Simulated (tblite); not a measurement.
Compound: C3H7BFO2 (doublet state).
Cartesian coordinates in Å at the GFN2-xTB level; atoms count from 1:
```
atom  x, y, z in Å
C1     2.7601    0.1534    0.8355
C2     1.6266   -0.3907    0.0753
O3     0.7869    0.6393   -0.4126
B4    -0.5381    0.6539   -0.2471
F5    -1.1826    1.7107   -0.7686
O6    -1.2263   -0.3182    0.3864
C7    -2.6328   -0.2735    0.5451
H8     3.5263   -0.5096    1.1822
H9     2.8369    1.2074    1.0015
H10    1.0345   -1.0952    0.6859
H11    1.9820   -0.9662   -0.7989
H12   -2.9337   -1.2268    0.9781
H13   -3.1263   -0.1282   -0.4174
H14   -2.9141    0.5433    1.2125
```

Calculated harmonic vibrations of the isolated species, GFN2-xTB (tblite), most abundant isotopes, no scaling. The method is semi-empirical: single wavenumbers can be off by several per cent or more. One conformer, not necessarily the lowest. Open shells enter through the occupations alone, without spin polarisation, and single modes of such species can be off by tens of per cent. The optimisation stopped once no atom felt more than 0.01 eV/Å.

Lowest wavenumbers of the output (negative numbers stand for imaginary wavenumbers):
```
mode    cm-1
  1     -70.4
  2      11.2
  3     114.0
  4     128.0
  5     151.0
  6     170.1
  7     224.0
  8     368.9
```

Task: Is this structure a minimum?

Result: No. 1 mode is imaginary beyond 20i (70i cm⁻¹), so at this level the point lies at or near a first-order saddle.

Task: Which atoms move in the imaginary mode?

Result: 70i: H14 (hydrogen on carbon) 35 %, H13 (hydrogen on carbon) 34 %, H12 (hydrogen on carbon) 28 %. These are shares of the mass-weighted motion.

Task: What is the remedy?

Result: Step along that mode in both directions, optimise again with tighter thresholds and repeat the frequencies. The zero-point energy of this point (63.3 kcal/mol) counts the 35 real modes alone, and thermal corrections from it aren't those of a minimum.

Time: 0.39 s wall. Hardware: an Intel Xeon at 2.70 GHz with one thread, on a shared host. This covers the Hessian and the dipole derivatives.
